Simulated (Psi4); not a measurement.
Torsional profile of C₂H₅F₃GeSi, SMILES [GeH3]/[CH]=C\[Si](F)(F)F. Scanned: dihedral F1–Si2–C5–C6; all other coordinates were relaxed at B3LYP-D3(BJ)/def2-SVP.

Geometry of the scan point at 100° (Å):
```
12

F      2.4170    -1.0817    -0.7601
Si     1.6226    -0.3191     0.4100
F      0.6096    -1.3927     1.0566
F      2.7117     0.0615     1.5291
C      0.7206     1.1685    -0.1725
C     -0.5976     1.2239    -0.4394
Ge    -1.9267    -0.2299    -0.3415
H      1.3186     2.0839    -0.2877
H     -1.0059     2.1922    -0.7605
H     -2.3769    -0.4335     1.1158
H     -3.1317     0.2199    -1.1907
H     -1.3445    -1.5335    -0.9094
```

Level of theory: DF-MP2 (frozen core)/cc-pVTZ // B3LYP-D3(BJ)/def2-SVP run with Psi4 1.11.

Scanned values (°): 0, 10, 20, 30, 40, 50, 60, 70, 80, 90, 100, 110.

### Question
At which scan points does the profile have its minima and maxima, and how high do they lie?

### Answer
Lower than their neighbours: 60° (0.00 kcal/mol). Higher than their neighbours: 0° (0.56 kcal/mol, end of the scan), 110° (0.52 kcal/mol, end of the scan). The whole profile spans 0.56 kcal/mol.
